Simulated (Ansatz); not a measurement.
FH₃O₃SW, SMILES `[OH][W]([OH])([OH])([F])=[S]`. The species carries charge 0 and has multiplicity 1. W takes the def2 core potential.

Cartesian coordinates in Å:
```
O 1.6572 0.2392 -0.6759
W -0.1719 -0.0453 -0.2733
O -0.4016 1.7897 -0.0605
O -1.2511 -0.3477 1.2540
F 0.4792 -1.7774 0.1817
S -1.2618 -0.4548 -2.0406
H 2.2432 -0.5230 -0.6695
H -0.0509 2.3456 0.6403
H -1.2424 -1.2265 1.6439
```

Problem. What are the harmonic wavenumbers in cm⁻¹ at PBE0-D4/def2-TZVP (Ansatz, finite differences of forces, unscaled)? (Best estimate.)

Solution. Ansatz gave: 124, 125, 198, 204, 234, 250, 344, 350, 414, 441, 532, 581, 609, 668, 681, 736, 757, 794, 3878, 3880, 3890.

Problem. Is this a minimum?

Solution. Yes, all 21 modes are real.

Problem. Give the ideal-gas thermochemistry at 298.15 K and 1 bar (rigid rotor, harmonic oscillator; point group Cs, symmetry number 1).

Solution. Zero-point energy 117.8 kJ/mol; H(298) − E = 143.0 kJ/mol; entropy 384.9 J/(mol·K), of which translation 179.4, rotation 118.1, vibration 87.4; G(298) − E = 28.3 kJ/mol.

Problem. Rotational constants (cm⁻¹)?

Solution. 0.07174, 0.06179, 0.05829.
